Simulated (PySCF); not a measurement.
## Dipole response of H (hydrogen, neutral)

1s1, 2S determinant. Calculation: PySCF 2.14, in dyall-acv3z (10s3p2d, 29 functions); the non-relativistic Hamiltonian (point nucleus). Coupled (time-dependent) response in atomic units; α is the mean over directions.

```json
{"method": "UHF", "mean α (bohr³)": "4.486", "C₆ (like pair)": "6.464", "S(−4)": "26.23"}
```

S(−4) is the Cauchy moment in α(ω) = α(0) + S(−4) ω² + …

Reference α: 4.507 bohr³ (recommended; Schwerdtfeger and Nagle, table of static dipole polarizabilities (2023 update)). Published C₆: 6.499 (Chu and Dalgarno (2004); Tang, Norbeck and Certain (1976)).

α(iu) at UHF:

| u (hartree) | α(iu) (bohr³) |
| --- | --- |
| 0 | 4.486 |
| 0.0500 | 4.421 |
| 0.100 | 4.239 |
| 0.200 | 3.646 |
| 0.300 | 2.970 |
| 0.500 | 1.897 |
| 0.750 | 1.141 |
| 1.00 | 0.7431 |
| 1.50 | 0.3781 |
| 2.00 | 0.2255 |
| 3.00 | 0.1054 |
| 5.00 | 0.03914 |

A single London oscillator, α(iu) = α/(1 + u²/ω²), gives C₆ = (3/4) ω α². Matching the computed C₆ needs ω = 4 × 6.464 / (3 × 4.486²) = 0.428 hartree.

For a non-relativistic one-electron ion the exact value is 9/(2Z⁴) = 4.500 bohr³; Hartree-Fock is exact here up to the basis.
